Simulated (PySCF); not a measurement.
ammonia (H$_{3}$N), singlet, at a GFN2-xTB geometry. Base run: R2SCAN/STO-3G (PySCF).

Geometry (Å):
```xyz
4

N     -0.0009     0.0022     0.1100
H      0.0159     0.9385    -0.2755
H      0.8125    -0.4888    -0.2405
H     -0.8221    -0.4651    -0.2542
```
Charge 0, spin multiplicity 1.
All else is at PySCF's defaults.

Variants of this job, named by their change:

| change | E (Eh) | HOMO (eV) | HOMO-LUMO gap (eV) | dipole (D) |
|---|---|---|---|---|
| base | -55.75733 | -2.58 | 12.49 | 1.78 |
| functional = pw6b95 | -55.85251 | -4.38 | 15.40 | 1.78 |
| functional = o3lyp | -55.78206 | -3.10 | 13.17 | 1.77 |
| functional = bp86 | ? | ? | 11.34 | 1.77 |
| functional = pbe; dispersion = d4 | ? | ? | 11.34 | 1.77 |
| functional = b3lyp5 | -55.74848 | -3.72 | 14.40 | 1.77 |
| functional = scan | ? | ? | ? | 1.78 |
| functional = tpss | -55.79794 | -2.39 | 12.23 | 1.74 |
| functional = x3lyp | -55.75608 | -3.90 | 14.68 | 1.77 |
| functional = b97-1 | ? | ? | ? | 1.77 |
| functional = hse06 | -55.73048 | -3.70 | 14.43 | 1.78 |
| functional = blyp | -55.74522 | -1.96 | 11.26 | 1.76 |
| functional = m06l | -55.76944 | -2.38 | 12.11 | 1.79 |

Question: Complete the blanks.

Answer: 
- functional = bp86, E (Eh): -55.78293
- functional = bp86, HOMO (eV): -2.11
- functional = pbe; dispersion = d4, E (Eh): -55.70811
- functional = pbe; dispersion = d4, HOMO (eV): -1.97
- functional = scan, E (Eh): -55.76415
- functional = scan, HOMO (eV): -2.59
- functional = scan, HOMO-LUMO gap (eV): 12.54
- functional = b97-1, E (Eh): -55.77223
- functional = b97-1, HOMO (eV): -3.81
- functional = b97-1, HOMO-LUMO gap (eV): 14.58

Absolute energies of different levels of theory aren't comparable as measures of quality.
